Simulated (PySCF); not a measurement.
GaCl, SMILES [Cl][Ga] (connectivity only; charge and spin as stated), neutral, multiplicity 1.

Geometry optimised at PBE-D3(BJ)/def2-TZVP.

The numbers are results of PBE-D3(BJ)/def2-TZVP run with PySCF, not measurements.

Frequencies are harmonic and unscaled.

Question: Give all harmonic wavenumbers and intensities. (An estimate is asked for; the answer gives what the named calculation found.)

Answer: 
| mode | ν (cm⁻¹) | IR (km/mol) | Raman (Å⁴/amu) | depolarisation | moving atoms (share of kinetic energy) |
|---|---|---|---|---|---|
| 1 | 352 | 81.4 | 11.5 | 0.49 | Cl 66 %, Ga 34 % |
